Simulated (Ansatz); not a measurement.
The cluster B₈H₁₃⁻. The state is a singlet with charge -1. Geometry r2SCAN-D4/def2-SVPD, basis def2-TZVPD, Ansatz.

```xyz
21

B     1.725   -1.471   -0.065
B    -2.049    0.501    0.661
B    -1.687    1.229   -0.918
B    -0.381    0.685    0.221
B     0.069   -1.076   -0.140
B     1.190    0.055   -0.812
B     2.720   -0.168    0.027
B    -0.900   -0.701    1.189
H     3.898    0.042   -0.079
H    -2.701    1.130    1.460
H     2.205   -2.557   -0.284
H    -2.135    2.360   -0.940
H    -0.565   -1.447   -1.115
H    -0.817   -0.901    2.377
H     0.192    1.510    0.898
H     1.288    0.446   -1.948
H     2.329   -0.861    1.075
H    -2.739    0.485   -0.512
H    -1.476    0.701   -1.984
H    -2.185   -0.856    0.836
H     2.019    0.893    0.055
```

```csv
run,HOMO (eV),LUMO (eV)
A,-3.31,3.33
B,-1.40,2.01
C,-2.17,2.58
D,-4.22,3.91
E,-1.28,1.80
F,-4.50,3.85
```

LC-ωPBE has ω = 0.4 bohr⁻¹. Another isomer (singlet) lies 1.61 eV lower at PBE0-D4/def2-TZVPD; other spin states weren't run for this one.

Task: The runs used CAM-B3LYP, LC-ωPBE, PBE, PBE0, r2SCAN, ωB97X-V. Estimate which is which.

Result: A CAM-B3LYP (range-separated); B r2SCAN (0 % exact exchange); C PBE0 (25 % exact exchange); D ωB97X-V (range-separated); E PBE (0 % exact exchange); F LC-ωPBE (range-separated). Exact exchange lowers occupied and raises empty levels; among semilocal functionals meta-GGAs tend to open the gap a little, and such runs are hard to tell apart. The gap grows from 3.08 eV (PBE) to 8.35 eV (LC-ωPBE).
